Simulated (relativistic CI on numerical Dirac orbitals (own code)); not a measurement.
## Electric-dipole transitions in Pt32+

Method of calculation: Dirac-Coulomb-Breit CI, KLI orbitals optimised for each configuration, model QED, unscaled Slater integrals (own radial code, finite nucleus).

CI space (outside the closed core [Ar] 3d10): 4s²4p⁶4d¹⁰, 4s²4p⁶4d⁹4f, 4s²4p⁵4d¹⁰4f, 4s4p⁶4d¹⁰4f, 4s²4p⁶4d⁹5s, 4s²4p⁶4d⁹5p, 4s²4p⁶4d⁹5d, 4s²4p⁵4d¹⁰5s, 4s²4p⁶4d⁹5f, 4s²4p⁵4d¹⁰5p, 4s²4p⁶4d⁹5g, 4s²4p⁶4d⁹6s, 4s²4p⁶4d⁹6p, 4s²4p⁵4d¹⁰5d, 4s4p⁶4d¹⁰5s, 4s²4p⁶4d⁹6d, 4s4p⁶4d¹⁰5p, 4p⁶4d¹⁰4f², 4p⁶4d⁹4f³, 4p⁵4d¹⁰4f³, 4p⁶4d⁹4f²5s, 4p⁶4d⁹4f²5p, 4p⁶4d⁹4f²5d. Double excitations out of closed p, d and f shells are left out; levels of such configurations are missing from the list, as are those of other unlisted configurations, and high levels can miss mixing partners. These lack a partner that the ground configuration has and come out too high: 4s²4p⁵4d¹⁰5s, 4s²4p⁶4d⁹5f, 4s²4p⁵4d¹⁰5p, 4s²4p⁶4d⁹5g, 4s²4p⁶4d⁹6s.

```csv
λ vac (nm),Lower,Upper,A (s⁻¹),gf,Branching (%)
1.6971,4s²4p⁶4d¹⁰ ¹S0 [1],4s²4p⁶4d⁹5f ¹P°1 [90],9.72e+12,1.26e+00,97.4
1.7443,4s²4p⁶4d¹⁰ ¹S0 [1],4s²4p⁶4d⁹5f ¹P°1 [84],1.25e+13,1.71e+00,98.3
2.1665,4s²4p⁶4d⁹4f ³P°1 [3],4s²4p⁶4d⁹5g ³D2 [103],5.22e+12,1.84e+00,47.9
2.1786,4s²4p⁶4d⁹4f ³H°4 [14],4s²4p⁶4d⁹5g ³I5 [117],9.66e+12,7.56e+00,95.1
2.1793,4s²4p⁶4d⁹4f ³D°2 [4],4s²4p⁶4d⁹5g ³D3 [106],4.30e+12,2.14e+00,40.4
2.1823,4s²4p⁶4d⁹4f ³H°5 [5],4s²4p⁶4d⁹5g ³I6 [105],9.63e+12,8.94e+00,95.2
2.1851,4s²4p⁶4d⁹4f ³D°2 [4],4s²4p⁶4d⁹5g ³D2 [103],4.52e+12,1.62e+00,41.5
2.1867,4s²4p⁶4d⁹4f ³F°3 [7],4s²4p⁶4d⁹5g ³G4 [108],6.07e+12,3.91e+00,58.6
2.1885,4s²4p⁶4d⁹4f ³G°4 [8],4s²4p⁶4d⁹5g ³H5 [109],6.46e+12,5.11e+00,63.5
2.1926,4s²4p⁶4d⁹4f ¹D°2 [9],4s²4p⁶4d⁹5g ³G3 [107],5.41e+12,2.73e+00,52.2
2.1932,4s²4p⁶4d⁹4f ³G°3 [18],4s²4p⁶4d⁹5g ³H4 [122],5.62e+12,3.64e+00,55.6
2.1966,4s²4p⁶4d⁹4f ³H°6 [6],4s²4p⁶4d⁹5g ³I7 [104],9.99e+12,1.08e+01,99.0
2.2023,4s²4p⁶4d⁹4f ¹H°5 [17],4s²4p⁶4d⁹5g ³I6 [118],9.87e+12,9.33e+00,98.5
2.2046,4s²4p⁶4d⁹4f ³F°4 [10],4s²4p⁶4d⁹5g ¹H5 [110],7.23e+12,5.79e+00,71.5
2.2082,4s²4p⁶4d⁹4f ³G°4 [20],4s²4p⁶4d⁹5g ³H5 [121],9.09e+12,7.31e+00,90.3
2.2086,4s²4p⁶4d⁹4f ¹F°3 [19],4s²4p⁶4d⁹5g ³G4 [120],5.81e+12,3.82e+00,56.4
2.2109,4s²4p⁶4d⁹4f ³G°5 [11],4s²4p⁶4d⁹5g ³H6 [111],8.81e+12,8.40e+00,88.1
2.2127,4s²4p⁶4d⁹4f ³D°3 [12],4s²4p⁶4d⁹5g ¹G4 [112],7.32e+12,4.83e+00,72.5
4.0351,4s²4p⁶4d⁹4f ¹H°5 [17],4s²4p⁵4d¹⁰4f ³G4 [49],1.94e+12,4.26e+00,62.1
4.0407,4s²4p⁶4d⁹4f ³H°4 [14],4s²4p⁵4d¹⁰4f ³G3 [43],1.97e+12,3.38e+00,63.8
4.3341,4s²4p⁶4d¹⁰ ¹S0 [1],4s²4p⁶4d⁹4f ¹P°1 [21],6.87e+12,5.80e+00,100.0
5.6350,4s²4p⁶4d⁹4f ³H°5 [5],4s²4p⁵4d¹⁰4f ³G4 [26],9.25e+11,3.96e+00,76.7
5.6457,4s²4p⁶4d⁹4f ³H°6 [6],4s²4p⁵4d¹⁰4f ³G5 [27],8.99e+11,4.72e+00,75.3
5.6478,4s²4p⁶4d⁹4f ³G°5 [11],4s²4p⁵4d¹⁰4f ³F4 [30],6.86e+11,2.95e+00,56.1
5.6666,4s²4p⁶4d⁹4f ³G°4 [8],4s²4p⁵4d¹⁰4f ³F3 [28],7.21e+11,2.43e+00,59.8
10.317,4s²4p⁶4d⁹5p ³F°3 [35],4s²4p⁶4d⁹5d ³G4 [51],3.24e+11,4.66e+00,37.3
12.108,4s²4p⁶4d⁹5d ³G4 [51],4s²4p⁶4d⁹5f ³H°5 [78],2.71e+11,6.56e+00,95.1
12.853,4s²4p⁶4d⁹5d ³G5 [55],4s²4p⁶4d⁹5f ³H°6 [80],2.44e+11,7.86e+00,99.6
13.793,4s²4p⁶4d⁹5s ³D3 [23],4s²4p⁶4d⁹5p ³F°4 [38],1.30e+11,3.33e+00,99.9
13.936,4s²4p⁶4d⁹5p ³F°4 [38],4s²4p⁶4d⁹5d ³G5 [55],1.68e+11,5.39e+00,25.6
```

Terms are leading LS components. Brackets give the number of a level in order of energy, since labels repeat. The list gives strong lines, with weight on those to low levels, without lines whose two gauges differ by over a factor of 2.5, among the lowest 190 of 2650 levels, so that lines to higher ones, which can be the strongest, are missing. Levels whose partners in the same complex of configurations lie outside the list can be far off, and so can their lines. Rates are taken at the computed energies, electric ones in the length gauge.

At this charge energies of transitions that change n are usually good to better than 1 %, and those within a shell (Δn = 0) to a few per cent.

LS names give the leading component of a level, which can be under half, so a name can repeat, a term be missing and a line seem to break the LS rules.
